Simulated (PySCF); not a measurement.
Computed IR spectrum (relative IR intensity) of a molecule CH6O3Si2. Geometry: PBE0-D3(BJ)/def2-SVP. One conformer was computed; it need not be the lowest. Method: PBE0-D3(BJ)/def2-SVP (PySCF 2.14.0). Frequencies are harmonic and unscaled.

| ν (cm⁻¹) | relative intensity |
|---|---|
| 153 | 3.1 |
| 280 | 6.0 |
| 406 | 3.9 |
| 447 | 6.3 |
| 547 | 5.1 |
| 557 | 34 |
| 678 | 13 |
| 711 | 8.0 |
| 730 | 5.5 |
| 795 | 30 |
| 821 | 68 |
| 860 | 19 |
| 902 | 57 |
| 934 | 9.5 |
| 952 | 36 |
| 1008 | 75 |
| 1312 | 100 |
| 1400 | 5.0 |
| 1826 | 94 |
| 2202 | 37 |
| 2235 | 25 |
| 2247 | 33 |
| 2261 | 34 |
| 3081 | 19 |
| 3787 | 76 |

Question: Which molecule gave these data?
A. O=C[Si](O)(O)[SiH3]
B. CO[SiH]1O[SiH2]O1
C. O[SiH2][SiH]1OCO1
D. O=CO[SiH2][SiH2]O

Answer: D, O=CO[SiH2][SiH2]O
